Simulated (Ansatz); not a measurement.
A nudged elastic band was laid between two geometries of CH6N2Si + H2O (13 atoms, charge 0, multiplicity 1).

Level of theory: Ansatz, UKS PBE-D4/6-31G*.

- movable images: 7
- climbing image: yes
- spring: 5.0 eV/Å²
- optimiser: quadratic models (default)
- start path: through a guess of the saddle point
- force threshold: 0.05 eV/Å
- iteration limit: 60
- end points: relaxed

Initial state:

```xyz
13
Properties=species:S:1:pos:R:3
H 0.407 1.100 1.370
N 0.113 0.118 1.192
C -0.085 -0.217 -0.117
Si -0.889 -1.918 -0.488
N 0.281 0.621 -1.053
H 0.750 2.189 -0.237
O 0.977 2.718 0.589
H -0.319 -0.423 1.934
H -0.810 -2.836 0.698
H -0.176 -2.531 -1.654
H -2.330 -1.723 -0.853
H 0.126 0.243 -1.994
H 1.953 2.659 0.613
```

Final state:

```xyz
13
Properties=species:S:1:pos:R:3
H 0.585 1.875 1.240
N 0.031 0.136 1.245
C -0.089 -0.247 -0.001
Si -0.888 -1.913 -0.511
N 0.364 0.573 -0.995
H 0.640 1.532 -0.700
O 0.947 2.684 0.761
H -0.296 -0.582 1.901
H -0.719 -2.870 0.629
H -0.255 -2.474 -1.752
H -2.352 -1.718 -0.773
H 0.123 0.392 -1.964
H 1.909 2.613 0.921
```

(1) Which bonds break or form, and what moves?

(2) What energy profile does the band end with?

(3) What is the geometry of the highest image?

(4) What are the harmonic wavenumbers there?

Results:

(1) Bonds broken: H1–N2, H6–O7. Bonds formed: H1–O7, N5–H6.

(2) It converged. The highest image is number 4 of 0 to 8, 11.7 kcal/mol above the ends, which have the same energy within 2 meV. A vibrational analysis at the climbing image gives one clearly imaginary mode, 1377i cm⁻¹: a first-order saddle point. The orbitals were unrestricted but ended closed-shell.

```csv
image,path coordinate (Å),energy (kcal/mol),H1–N2 (Å),H6–O7 (Å),H1–O7 (Å)
0,0.00,0.0,1.04,1.01,1.89
1,0.22,0.3,1.04,1.02,1.82
2,0.45,2.2,1.06,1.04,1.68
3,0.67,7.4,1.12,1.13,1.50
4,0.90,11.7,1.23,1.31,1.31
5,1.12,7.4,1.41,1.50,1.13
6,1.35,2.2,1.59,1.69,1.04
7,1.57,0.3,1.75,1.82,1.01
8,1.80,0.0,1.83,1.89,1.01
```

(3) 
```xyz
13
Properties=species:S:1:pos:R:3
H 0.473 1.379 1.240
N 0.047 0.224 1.224
C -0.088 -0.171 -0.046
Si -0.862 -1.862 -0.484
N 0.299 0.687 -0.995
H 0.664 1.734 -0.462
O 0.878 2.459 0.613
H -0.251 -0.418 1.957
H -0.720 -2.790 0.683
H -0.172 -2.434 -1.685
H -2.316 -1.681 -0.798
H 0.194 0.405 -1.969
H 1.852 2.468 0.723
```

(4) 1377i, 27, 80, 192, 346, 379, 391, 507, 561, 579, 592, 607, 644, 717, 804, 879, 900, 908, 1127, 1157, 1271, 1395, 1414, 1493, 1564, 1670, 1916, 2189, 2206, 2208, 3522, 3527, 3644 cm⁻¹.

Run time: 2.6 min on 4 threads of Arm Neoverse N1, with other jobs on the host, peak memory 0.18 GiB.
